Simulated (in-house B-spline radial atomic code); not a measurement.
**RPA and G0W0 on HSE06: Ar⁶⁺**

Configuration [Ne] 3s2, mean-field start HSE06. Computed with a B-spline radial code for spherical atoms: all electrons, scalar-relativistic (spin-free one-electron X2C), finite nucleus, each spin shell either full or empty, empty states to l = 9 with an (l + 1/2)⁻⁴ tail; G0W0 by contour deformation at full frequency.

Command:
```bash
python run_gw.py task.json out
```
Settings (radii: box in bohr, nucleus in fm):
```
Z                        18
electrons                12
configuration            [Ne] 3s2
hamiltonian              x2c
method                   hse06
lmax                     9
rms_radius               3.4274
spin_polarised           False
box_radius               9.29
intervals                68
ion_configuration        [Ne] 3s1
```

Cost of the run: 1.9 s on 1 thread of Intel(R) Xeon(R) 6975P-C, on a shared host.

Energies (hartree):

```tsv
term	value
mean-field total	-517.87191
Hartree-Fock functional on these orbitals	-517.49083
direct second order	-0.8521
second-order exchange	0.31199
SOSEX correction	0.28124
```

Question: What is the RPA correlation energy, and what remains with SOSEX?

Answer: RPA gives -0.7595 hartree (-1.72 eV per electron); RPA + SOSEX gives -0.47826, and the second-order doubles -0.54011 hartree (no singles). SOSEX takes back 37 % of the RPA value.

Quasi-particle levels (eV):

```
level  occupied  mean field  Σx - vxc     Σc  QP weight     G0W0
   3s       yes     -117.57     -4.88      ?          ?        ?
   2p       yes     -350.64    -22.56   4.04      0.953  -369.16
   3p        no      -97.50      7.80  -2.02      0.955   -91.72
```

G0W0 = mean field + (Σx - vxc) + Σc, with Σc (partial-wave tail included) taken at the quasi-particle energy. Levels of low weight are left out.

Question: Where does G0W0 put 3s?

Answer: At -124.89 eV, with Σc = -2.44 eV and a quasi-particle weight of 0.964. The tabulated removal energy is 124.41 ± 0.06 eV (NIST, semi-empirical); the calculation leaves out spin-orbit coupling, Breit and QED terms, and what these don't explain is the method's own error.

Question: What does it cost to remove one electron (to [Ne] 3s1) by differences of total energies, each species on its own start (correlation terms add to the Hartree-Fock functional)?

Answer: HSE06 124.09 eV, Hartree-Fock functional 122.26 eV, + RPA 124.79 eV, + RPA + SOSEX 124.11 eV, + second order 124.78 eV. Tabulated: 124.41 ± 0.06 eV (NIST, semi-empirical); the calculation leaves out spin-orbit coupling, Breit and QED terms, and what these don't explain is the method's own error.
